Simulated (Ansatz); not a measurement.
CH₅GeS, SMILES `[CH3][GeH][SH]` radical, relaxed with UKS PBE0-D4/def2-TZVP in Ansatz from a PBE-D4/def2-SVP geometry. The force threshold is 0.005 eV/Å; the program also tests the step.

Total charge 0; spin multiplicity 2.

Start:

```xyz
8

C     0.177   -1.071    0.348
Ge    0.079    0.897    0.633
S    -0.647    1.903   -1.258
H     0.824   -1.275   -0.528
H    -0.832   -1.487    0.166
H     0.608   -1.551    1.248
H     1.527    1.489    0.780
H    -1.737    1.094   -1.389
```

```csv
step,energy (eV),largest force (eV/Å),largest move (Å)
1,-68460.6120,0.498,0.000
2,-68460.6433,0.179,0.030
3,-68460.6438,0.086,0.055
4,-68460.6465,0.028,0.042
5,-68460.6465,0.009,0.003
6,-68460.6465,0.002,0.003
```

End:

```xyz
8

C     0.177   -1.063    0.343
Ge    0.094    0.884    0.604
S    -0.650    1.882   -1.246
H     0.816   -1.278   -0.516
H    -0.820   -1.463    0.160
H     0.594   -1.536    1.234
H     1.512    1.488    0.789
H    -1.724    1.086   -1.369
```

Hardware: 4 threads of a server CPU on a shared host. Wall time 33 s, peak host memory 0.48 GiB.
